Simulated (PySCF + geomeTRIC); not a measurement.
Level of theory: PySCF + geomeTRIC with BP86-D3(BJ)/def2-SVP. fastk is a local helper that only speeds up exchange builds. No frequencies were computed at this level.

```python
import json, numpy as np
from pyscf import gto, dft
from fastk import lowrank_exchange
atoms = """
Hf     0.208036    -0.221553    -0.334262
O      1.211602    -0.408575     1.227588
C      0.413478    -1.085242     2.163036
H      0.092271    -2.062598     1.759978
H     -0.475101    -0.486519     2.423169
H      0.998849    -1.259530     3.075736
O      1.013007     0.926894    -1.567048
C      2.389491     1.096099    -1.365745
H      2.722983     0.611665    -0.428852
H      2.627441     2.167731    -1.309679
H      2.951842     0.673058    -2.212293
O      0.151684    -1.937817    -1.064187
C      1.438467    -2.340387    -1.436913
H      1.776510    -1.790015    -2.331038
H      1.424418    -3.410967    -1.683273
H      2.156449    -2.184106    -0.609913
O     -1.537257     0.295524     0.069593
C     -2.240739     0.296151    -1.143764
H     -1.772536     0.989526    -1.866048
H     -3.272380     0.626411    -0.962644
H     -2.270969    -0.721695    -1.572744
"""
def scf(charge, spin, dm0=None):
    mol = gto.M(atom=atoms, basis='def2-svp', ecp={'Hf': 'def2-svp'}, charge=charge, spin=spin, verbose=3, max_memory=10080)
    mf = dft.KS(mol, xc='bp86').density_fit(auxbasis="def2-universal-jkfit")
    mf.disp = 'd3bj'
    mf.grids.level = 3
    mf.conv_tol = 1e-8
    mf.max_cycle = 120
    mf.level_shift = 0.25
    mf.kernel(dm0)
    if not mf.converged:
        mf = mf.newton().run(mf.mo_coeff, mf.mo_occ).undo_soscf()
    return mf
mf = scf(0, 0)
from pyscf.geomopt.geometric_solver import kernel as optimize
path = []
done, mol = optimize(mf, maxsteps=120, assert_convergence=False, callback=lambda env: path.append((env["energy"], bool(env["g_scanner"].converged))))
res = dict(converged=bool(done and path[-1][1]), energy=path[-1][0], path=[e for e, c in path], xyz=mol.atom_coords(unit="Angstrom").tolist(), nao=mol.nao)
json.dump(res, open("result.json", "w"))
```

Output:

```
[...]
converged SCF energy = -508.501618629184
cycle 2: E = -508.501618629  dE = -0.0365218  norm(grad) = 0.029787
Geometry optimization cycle 3
converged SCF energy = -508.507951252192
cycle 3: E = -508.507951252  dE = -0.00633262  norm(grad) = 0.0220225
Geometry optimization cycle 4
converged SCF energy = -508.513825016194
cycle 4: E = -508.513825016  dE = -0.00587376  norm(grad) = 0.0263775
Geometry optimization cycle 5
converged SCF energy = -508.520747036171
cycle 5: E = -508.520747036  dE = -0.00692202  norm(grad) = 0.0353504
Geometry optimization cycle 6
converged SCF energy = -508.526354645376
cycle 6: E = -508.526354645  dE = -0.00560761  norm(grad) = 0.040305
Geometry optimization cycle 7
converged SCF energy = -508.532277032901
cycle 7: E = -508.532277033  dE = -0.00592239  norm(grad) = 0.031311
Geometry optimization cycle 8
converged SCF energy = -508.535341550982
cycle 8: E = -508.535341551  dE = -0.00306452  norm(grad) = 0.0142024
Geometry optimization cycle 9
converged SCF energy = -508.533006242287
cycle 9: E = -508.533006242  dE = 0.00233531  norm(grad) = 0.0446494
Geometry optimization cycle 10
converged SCF energy = -508.536074142907
cycle 10: E = -508.536074143  dE = -0.0030679  norm(grad) = 0.0241966
Geometry optimization cycle 11
converged SCF energy = -508.536151631348
cycle 11: E = -508.536151631  dE = -7.74884e-05  norm(grad) = 0.015144
Geometry optimization cycle 12
converged SCF energy = -508.536849958015
cycle 12: E = -508.536849958  dE = -0.000698327  norm(grad) = 0.0094815
Geometry optimization cycle 13
converged SCF energy = -508.537297200268
cycle 13: E = -508.5372972  dE = -0.000447242  norm(grad) = 0.0115229
Geometry optimization cycle 14
converged SCF energy = -508.513048364617
cycle 14: E = -508.513048365  dE = 0.0242488  norm(grad) = 0.131386
Geometry optimization cycle 15
converged SCF energy = -508.522904080441
cycle 15: E = -508.52290408  dE = -0.00985572  norm(grad) = 0.093403
Geometry optimization cycle 16
converged SCF energy = -508.530930340716
cycle 16: E = -508.530930341  dE = -0.00802626  norm(grad) = 0.0482209
Geometry optimization cycle 17
converged SCF energy = -508.534533461689
cycle 17: E = -508.534533462  dE = -0.00360312  norm(grad) = 0.0191246
Geometry optimization cycle 18
converged SCF energy = -508.536234489783
cycle 18: E = -508.53623449  dE = -0.00170103  norm(grad) = 0.0227627
Geometry optimization cycle 19
converged SCF energy = -508.537147263937
cycle 19: E = -508.537147264  dE = -0.000912774  norm(grad) = 0.0364444
Geometry optimization cycle 20
converged SCF energy = -508.537700547267
cycle 20: E = -508.537700547  dE = -0.000553283  norm(grad) = 0.0334078
Geometry optimization cycle 21
converged SCF energy = -508.539202032024
cycle 21: E = -508.539202032  dE = -0.00150148  norm(grad) = 0.0129344
Geometry optimization cycle 22
converged SCF energy = -508.539706729704
cycle 22: E = -508.53970673  dE = -0.000504698  norm(grad) = 0.0123724
Geometry optimization cycle 23
converged SCF energy = -508.540267352254
cycle 23: E = -508.540267352  dE = -0.000560623  norm(grad) = 0.011189
Geometry optimization cycle 24
converged SCF energy = -508.54069513317
cycle 24: E = -508.540695133  dE = -0.000427781  norm(grad) = 0.0226459
Geometry optimization cycle 25
converged SCF energy = -508.541194009566
cycle 25: E = -508.54119401  dE = -0.000498876  norm(grad) = 0.012354
Geometry optimization cycle 26
converged SCF energy = -508.541699244735
cycle 26: E = -508.541699245  dE = -0.000505235  norm(grad) = 0.0101957
Geometry optimization cycle 27
converged SCF energy = -508.542059407919
cycle 27: E = -508.542059408  dE = -0.000360163  norm(grad) = 0.00641031
Geometry optimization cycle 28
converged SCF energy = -508.542321417002
cycle 28: E = -508.542321417  dE = -0.000262009  norm(grad) = 0.00531308
Geometry optimization cycle 29
converged SCF energy = -508.542505002702
cycle 29: E = -508.542505003  dE = -0.000183586  norm(grad) = 0.00522661
Geometry optimization cycle 30
converged SCF energy = -508.542596646501
cycle 30: E = -508.542596647  dE = -9.16438e-05  norm(grad) = 0.00449595
Geometry optimization cycle 31
converged SCF energy = -508.542682373707
cycle 31: E = -508.542682374  dE = -8.57272e-05  norm(grad) = 0.00242119
Geometry optimization cycle 32
converged SCF energy = -508.542735414785
cycle 32: E = -508.542735415  dE = -5.30411e-05  norm(grad) = 0.00238627
Geometry optimization cycle 33
converged SCF energy = -508.542783980306
cycle 33: E = -508.54278398  dE = -4.85655e-05  norm(grad) = 0.00275733
Geometry optimization cycle 34
converged SCF energy = -508.542814344482
cycle 34: E = -508.542814344  dE = -3.03642e-05  norm(grad) = 0.0021775
Geometry optimization cycle 35
converged SCF energy = -508.542825180422
cycle 35: E = -508.54282518  dE = -1.08359e-05  norm(grad) = 0.00109416
Geometry optimization cycle 36
converged SCF energy = -508.542829441125
cycle 36: E = -508.542829441  dE = -4.2607e-06  norm(grad) = 0.000666157
Geometry optimization cycle 37
converged SCF energy = -508.542829794165
cycle 37: E = -508.542829794  dE = -3.53039e-07  norm(grad) = 0.00149016
Geometry optimization cycle 38
converged SCF energy = -508.542834601901
cycle 38: E = -508.542834602  dE = -4.80774e-06  norm(grad) = 0.00116921
Geometry optimization cycle 39
converged SCF energy = -508.542839110232
cycle 39: E = -508.54283911  dE = -4.50833e-06  norm(grad) = 0.000692006
Geometry optimization cycle 40
converged SCF energy = -508.542842303847
cycle 40: E = -508.542842304  dE = -3.19362e-06  norm(grad) = 0.000475974
Geometry optimization cycle 41
converged SCF energy = -508.542844610142
cycle 41: E = -508.54284461  dE = -2.30629e-06  norm(grad) = 0.000415396
Geometry optimization cycle 42
converged SCF energy = -508.542845486679
cycle 42: E = -508.542845487  dE = -8.76537e-07  norm(grad) = 0.000331582
Geometry optimization cycle 43
converged SCF energy = -508.542845874456
cycle 43: E = -508.542845874  dE = -3.87776e-07  norm(grad) = 0.000233598
Geometry optimization cycle 44
converged SCF energy = -508.542846087315
cycle 44: E = -508.542846087  dE = -2.12859e-07  norm(grad) = 0.000207428
<class 'geometric.internal.Distance'> : 24
<class 'geometric.internal.Angle'> : 49
<class 'geometric.internal.OutOfPlane'> : 27
<class 'geometric.internal.Dihedral'> : 144
<class 'geometric.internal.TranslationX'> : 1
<class 'geometric.internal.TranslationY'> : 1
<class 'geometric.internal.TranslationZ'> : 1
<class 'geometric.internal.RotationA'> : 1
<class 'geometric.internal.RotationB'> : 1
<class 'geometric.internal.RotationC'> : 1
Step    0 : Gradient = 2.940e-02/6.429e-02 (rms/max) Energy = -508.4650968616
Step    1 : Displace = 9.003e-02/1.108e-01 (rms/max) Trust = 1.000e-01 (=) Grad = 6.500e-03/1.331e-02 (rms/max) E (change) = -508.5016186292 (-3.652e-02) Quality = 0.783
Step    2 : Displace = 7.246e-02/1.066e-01 (rms/max) Trust = 1.414e-01 (+) Grad = 4.806e-03/8.772e-03 (rms/max) E (change) = -508.5079512522 (-6.333e-03) Quality = 1.437
Step    3 : Displace = 1.097e-01/1.529e-01 (rms/max) Trust = 2.000e-01 (+) Grad = 5.756e-03/1.346e-02 (rms/max) E (change) = -508.5138250162 (-5.874e-03) Quality = 1.505
Step    4 : Displace = 1.808e-01/2.535e-01 (rms/max) Trust = 2.828e-01 (+) Grad = 7.714e-03/1.514e-02 (rms/max) E (change) = -508.5207470362 (-6.922e-03) Quality = 1.424
Step    5 : Displace = 1.636e-01/2.289e-01 (rms/max) Trust = 3.000e-01 (+) Grad = 8.795e-03/1.646e-02 (rms/max) E (change) = -508.5263546454 (-5.608e-03) Quality = 1.329
Step    6 : Displace = 6.705e-02/1.089e-01 (rms/max) Trust = 3.000e-01 (=) Grad = 6.833e-03/1.238e-02 (rms/max) E (change) = -508.5322770329 (-5.922e-03) Quality = 1.473
Step    7 : Displace = 4.837e-02/9.419e-02 (rms/max) Trust = 3.000e-01 (=) Grad = 3.099e-03/6.384e-03 (rms/max) E (change) = -508.5353415510 (-3.065e-03) Quality = 1.011
Step    8 : Displace = 7.323e-02/1.535e-01 (rms/max) Trust = 3.000e-01 (=) Grad = 9.743e-03/3.240e-02 (rms/max) E (change) = -508.5330062423 (+2.335e-03) Quality = 0.148
Step    9 : Displace = 3.652e-02/1.228e-01 (rms/max) Trust = 3.661e-02 (-) Grad = 5.280e-03/1.239e-02 (rms/max) E (change) = -508.5360741429 (-3.068e-03) Quality = 0.970
Step   10 : Displace = 4.079e-02/1.002e-01 (rms/max) Trust = 5.178e-02 (+) Grad = 3.305e-03/8.126e-03 (rms/max) E (change) = -508.5361516313 (-7.749e-05) Quality = 0.079
Step   11 : Displace = 2.203e-02/4.114e-02 (rms/max) Trust = 2.040e-02 (-) Grad = 2.069e-03/4.331e-03 (rms/max) E (change) = -508.5368499580 (-6.983e-04) Quality = 1.280
Step   12 : Displace = 3.112e-02/5.890e-02 (rms/max) Trust = 2.885e-02 (+) Grad = 2.514e-03/7.352e-03 (rms/max) E (change) = -508.5372972003 (-4.472e-04) Quality = 0.959
Step   13 : Displace = 2.299e-01/3.172e-01 (rms/max) Trust = 4.079e-02 (+) Grad = 2.867e-02/9.882e-02 (rms/max) E (change) = -508.5130483646 (+2.425e-02) Quality = 0.178
Step   14 : Displace = 2.008e-02/4.639e-02 (rms/max) Trust = 2.040e-02 (-) Grad = 2.038e-02/6.929e-02 (rms/max) E (change) = -508.5229040804 (-9.856e-03) Quality = 1.119
Step   15 : Displace = 2.842e-02/5.713e-02 (rms/max) Trust = 2.885e-02 (+) Grad = 1.052e-02/3.306e-02 (rms/max) E (change) = -508.5309303407 (-8.026e-03) Quality = 0.970
Step   16 : Displace = 4.246e-02/6.557e-02 (rms/max) Trust = 4.079e-02 (+) Grad = 4.173e-03/1.133e-02 (rms/max) E (change) = -508.5345334617 (-3.603e-03) Quality = 0.931
Step   17 : Displace = 5.771e-02/8.120e-02 (rms/max) Trust = 5.769e-02 (+) Grad = 4.967e-03/1.620e-02 (rms/max) E (change) = -508.5362344898 (-1.701e-03) Quality = 1.011
Step   18 : Displace = 7.988e-02/1.178e-01 (rms/max) Trust = 8.159e-02 (+) Grad = 7.953e-03/2.619e-02 (rms/max) E (change) = -508.5371472639 (-9.128e-04) Quality = 0.751
Step   19 : Displace = 1.153e-01/2.101e-01 (rms/max) Trust = 1.154e-01 (+) Grad = 7.290e-03/2.374e-02 (rms/max) E (change) = -508.5377005473 (-5.533e-04) Quality = 0.237
Step   20 : Displace = 3.370e-02/7.184e-02 (rms/max) Trust = 5.765e-02 (-) Grad = 2.823e-03/5.634e-03 (rms/max) E (change) = -508.5392020320 (-1.501e-03) Quality = 1.100
Step   21 : Displace = 3.281e-02/6.886e-02 (rms/max) Trust = 8.154e-02 (+) Grad = 2.700e-03/6.481e-03 (rms/max) E (change) = -508.5397067297 (-5.047e-04) Quality = 1.468
Step   22 : Displace = 4.027e-02/8.010e-02 (rms/max) Trust = 1.153e-01 (+) Grad = 2.442e-03/5.152e-03 (rms/max) E (change) = -508.5402673523 (-5.606e-04) Quality = 1.275
Step   23 : Displace = 9.445e-02/1.700e-01 (rms/max) Trust = 1.631e-01 (+) Grad = 4.942e-03/1.083e-02 (rms/max) E (change) = -508.5406951332 (-4.278e-04) Quality = 0.841
Step   24 : Displace = 1.581e-02/2.899e-02 (rms/max) Trust = 2.306e-01 (+) Grad = 2.696e-03/6.047e-03 (rms/max) E (change) = -508.5411940096 (-4.989e-04) Quality = 1.350
Step   25 : Displace = 5.784e-02/1.056e-01 (rms/max) Trust = 3.000e-01 (+) Grad = 2.225e-03/3.955e-03 (rms/max) E (change) = -508.5416992447 (-5.052e-04) Quality = -0.000
Step   26 : Displace = 3.015e-02/5.246e-02 (rms/max) Trust = 2.892e-02 (-) Grad = 1.399e-03/3.196e-03 (rms/max) E (change) = -508.5420594079 (-3.602e-04) Quality = 1.078
Step   27 : Displace = 4.432e-02/7.628e-02 (rms/max) Trust = 4.090e-02 (+) Grad = 1.159e-03/2.247e-03 (rms/max) E (change) = -508.5423214170 (-2.620e-04) Quality = 1.044
Step   28 : Displace = 5.898e-02/1.057e-01 (rms/max) Trust = 5.784e-02 (+) Grad = 1.141e-03/3.079e-03 (rms/max) E (change) = -508.5425050027 (-1.836e-04) Quality = 1.060
Step   29 : Displace = 3.093e-02/5.094e-02 (rms/max) Trust = 8.180e-02 (+) Grad = 9.811e-04/2.428e-03 (rms/max) E (change) = -508.5425966465 (-9.164e-05) Quality = 1.451
Step   30 : Displace = 3.516e-02/6.340e-02 (rms/max) Trust = 1.157e-01 (+) Grad = 5.283e-04/1.160e-03 (rms/max) E (change) = -508.5426823737 (-8.573e-05) Quality = 1.298
Step   31 : Displace = 2.857e-02/5.835e-02 (rms/max) Trust = 1.636e-01 (+) Grad = 5.207e-04/1.169e-03 (rms/max) E (change) = -508.5427354148 (-5.304e-05) Quality = 1.303
Step   32 : Displace = 3.527e-02/7.130e-02 (rms/max) Trust = 2.314e-01 (+) Grad = 6.017e-04/1.560e-03 (rms/max) E (change) = -508.5427839803 (-4.857e-05) Quality = 1.162
Step   33 : Displace = 3.143e-02/6.065e-02 (rms/max) Trust = 3.000e-01 (+) Grad = 4.752e-04/1.166e-03 (rms/max) E (change) = -508.5428143445 (-3.036e-05) Quality = 0.950
Step   34 : Displace = 1.271e-02/2.084e-02 (rms/max) Trust = 3.000e-01 (=) Grad = 2.388e-04/4.740e-04 (rms/max) E (change) = -508.5428251804 (-1.084e-05) Quality = 0.746
Step   35 : Displace = 4.958e-03/8.335e-03 (rms/max) Trust = 3.000e-01 (=) Grad = 1.454e-04/2.808e-04 (rms/max) E (change) = -508.5428294411 (-4.261e-06) Quality = 0.486
Step   36 : Displace = 7.422e-03/1.420e-02 (rms/max) Trust = 3.000e-01 (=) Grad = 3.252e-04/7.273e-04 (rms/max) E (change) = -508.5428297942 (-3.530e-07) Quality = 0.029
Step   37 : Displace = 3.870e-03/5.386e-03 (rms/max) Trust = 3.711e-03 (-) Grad = 2.551e-04/5.313e-04 (rms/max) E (change) = -508.5428346019 (-4.808e-06) Quality = 0.906
Step   38 : Displace = 4.756e-03/6.257e-03 (rms/max) Trust = 5.248e-03 (+) Grad = 1.510e-04/4.600e-04 (rms/max) E (change) = -508.5428391102 (-4.508e-06) Quality = 0.661
Step   39 : Displace = 5.352e-03/7.798e-03 (rms/max) Trust = 5.248e-03 (=) Grad = 1.039e-04/3.618e-04 (rms/max) E (change) = -508.5428423038 (-3.194e-06) Quality = 0.422
Step   40 : Displace = 5.248e-03/8.803e-03 (rms/max) Trust = 5.248e-03 (=) Grad = 9.065e-05/2.573e-04 (rms/max) E (change) = -508.5428446101 (-2.306e-06) Quality = 0.247
Step   41 : Displace = 2.756e-03/5.017e-03 (rms/max) Trust = 2.624e-03 (-) Grad = 7.236e-05/1.807e-04 (rms/max) E (change) = -508.5428454867 (-8.765e-07) Quality = 0.146
Step   42 : Displace = 1.322e-03/2.525e-03 (rms/max) Trust = 1.312e-03 (-) Grad = 5.098e-05/1.100e-04 (rms/max) E (change) = -508.5428458745 (-3.878e-07) Quality = 0.115
Step   43 : Displace = 6.609e-04/1.253e-03 (rms/max) Trust = 6.560e-04 (-) Grad = 4.526e-05/9.616e-05 (rms/max) E (change) = -508.5428460873 (-2.129e-07) Quality = 0.119
Converged! =D
```

Cost: around 60 core-minutes (rough).
